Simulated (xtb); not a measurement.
xtb input (GFN2-xTB):

```bash
xtb mol.xyz --gfn 2 --ohess tight --chrg 1 --uhf 0
```
mol.xyz:
```
3

H      0.02614129    -0.00980658    -1.06806351
O      0.01700851    -0.01476280    -0.04037940
C     -0.03040962    -0.00207307     1.11295927
```

End of the output:

```
   ------------------------------------------------------------------------

         :::::::::::::::::::::::::::::::::::::::::::::::::::::
         ::                  THERMODYNAMIC                  ::
         :::::::::::::::::::::::::::::::::::::::::::::::::::::
         :: total free energy          -6.068875176227 Eh   ::
         ::.................................................::
         :: total energy               -6.064793384893 Eh   ::
         :: zero point energy           0.015304815048 Eh   ::
Note: The following floating-point exceptions are signalling: IEEE_DENORMAL
normal termination of xtb
         :: G(RRHO) w/o ZPVE           -0.019386606382 Eh   ::
         :: G(RRHO) contrib.           -0.004081791334 Eh   ::
         :::::::::::::::::::::::::::::::::::::::::::::::::::::

optimized geometry written to: xtbopt.xyz

           -------------------------------------------------
          | TOTAL ENERGY               -6.064793384893 Eh   |
          | TOTAL ENTHALPY             -6.046029401555 Eh   |
          | TOTAL FREE ENERGY          -6.068875176227 Eh   |
          | GRADIENT NORM               0.000012276760 Eh/α |
          | HOMO-LUMO GAP               5.459879730417 eV   |
           -------------------------------------------------

------------------------------------------------------------------------
------------------------------------------------------------------------
 total:
 SCF:
 ANC optimizer:
 analytical hessian:
```

It need not be the lowest isomer of its formula.
